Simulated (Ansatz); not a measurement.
The cluster B₂P₂, relaxed as a singlet with RKS PBE0-D4/def2-TZVP in Ansatz, starting from the GFN2-xTB geometry. Force threshold 0.02 eV/Å.

The restricted singlet is unstable towards broken spin symmetry in Hartree–Fock (as tested in another run); at PBE0-D4/def2-TZVP this wasn't settled. Another isomer (triplet) lies 1.51 eV lower at PBE0-D4/def2-TZVP; other spin states weren't run for this one.

Start:

Cartesian coordinates in Å:
```
B 0.2182 0.6716 -0.8730
B 1.1149 -0.0933 0.0946
P 0.0819 -0.9295 1.1954
P -1.4150 0.3513 -0.4170
```

(1) Estimate the energy that the relaxation releases and the steps that it takes.

(2) Does the start keep its bonding?

(3) Predict the relaxed structure.

Answers

(1) 15.3 kcal/mol, in 22 steps; 17 s on 4 threads of Arm Neoverse V2 on a shared host. The force fell under the threshold at step 12, but the optimiser went on and released 0.188 eV more. No frequencies were taken in this run, so the end may be a saddle point.

(2) Bonds formed: B1–P3 (atoms count from 1).

(3) 
```
atom    x (Å)    y (Å)    z (Å)
  B1   0.1901   0.2526  -0.8160
  B2   1.3330   0.2272   0.2726
  P3  -0.0402  -0.9059   0.7996
  P4  -1.4829   0.4260  -0.2562
```
Bond lengths: 3 × B–P 1.77 to 2.00 Å; 1 × B–B 1.58 Å; 1 × P–P 2.23 Å.
